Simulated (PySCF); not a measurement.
H2O4P, SMILES [O]P(=O)(O)O (connectivity only; charge and spin as stated), charge -1, multiplicity 1. Atoms are numbered in the order given.

```xyz
7

O      1.0232    -0.9023    -0.8619
P      0.0000     0.0000    -0.1767
O     -1.0232     0.9023    -0.8619
O      0.8527     0.9984     0.9096
O     -0.8527    -0.9984     0.9096
H      0.3175     1.8117     0.9439
H     -0.3175    -1.8117     0.9439
```
Charge -1, spin multiplicity 1.

Geometry optimised at PBE-D3(BJ)/def2-SVPD. The spin state was assumed, not searched. The isomer is the one that the SMILES or the coordinates give; other isomers of the formula were not compared. The values are those of a single conformer.

The numbers are results of PySCF with PBE-D3(BJ)/def2-SVPD, not measurements.

Frequencies are harmonic and unscaled.

| mode | ν (cm⁻¹) | IR (km/mol) | moving atoms (share of kinetic energy) |
|---|---|---|---|
| 1 | 189 | 59.2 | H 61 %, O 38 % |
| 2 | 286 | 4.2 | O 93 % |
| 3 | 313 | 22.5 | H 86 %, O 12 % |
| 4 | 358 | 7.8 | O 62 %, H 37 % |
| 5 | 387 | 37.0 | O 61 %, H 20 %, P 19 % |
| 6 | 447 | 38.7 | O 79 %, P 19 % |
| 7 | 455 | 39.4 | O 81 %, P 16 % |
| 8 | 697 | 104.0 | O 75 %, P 22 % |
| 9 | 727 | 317.8 | O 49 %, P 49 % |
| 10 | 988 | 14.9 | H 77 %, O 19 % |
| 11 | 1003 | 97.0 | H 72 %, O 27 % |
| 12 | 1020 | 239.8 | O 67 %, P 21 %, H 12 % |
| 13 | 1240 | 336.4 | P 47 %, O 43 %, H 10 % |
| 14 | 3724 | 46.0 | H 94 % |
| 15 | 3724 | 0.9 | H 94 % |
